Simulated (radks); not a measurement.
Spherical quantum dot in the effective-mass picture: electrons in a parabolic well V = omega^2 r^2 / 2 with omega = 4.98, all in effective atomic units (hartree* = m*/eps^2 hartree, bohr* = eps/m* bohr), one dielectric constant everywhere. Calculated with a radial shooting solver with Libxc functionals: non-relativistic Kohn-Sham, LDA (Slater exchange, Perdew-Wang correlation), spin-polarised, spherical densities. Levels are named by radial order and angular momentum (1s, 1p, 1d, 2s, ...), and open shells are averaged over m. Results are scaled to m* = 0.123 and eps = 13.5, for which hartree* = 18.36 meV and bohr* = 5.808 nm.

N = 22, configuration 1s2 1p6 1d10 2s2 1f(up 2, down 0). This is the lowest configuration that the search found. Occupied and some empty levels:

level,occupation,eigenvalue (meV),<r> (nm)
1s up,1,584.02,3.680
1s down,1,584.65,3.667
1p up,3,642.75,4.734
1p down,3,643.77,4.724
1d up,5,705.75,5.515
1d down,5,707.00,5.510
2s up,1,713.03,4.971
2s down,1,713.99,4.975
1f up,2,772.50,6.151
1f down,0,773.86,6.150
2p up,0,783.48,5.640
2p down,0,784.42,5.644
1g up,0,842.51,6.700
1g down,0,843.89,6.701
2d up,0,856.01,6.251
2d down,0,856.94,6.254

Energy (meV): total 10708.0, kinetic 2302.3, external 4343.8, Hartree 4492.4, exchange-correlation -430.42.
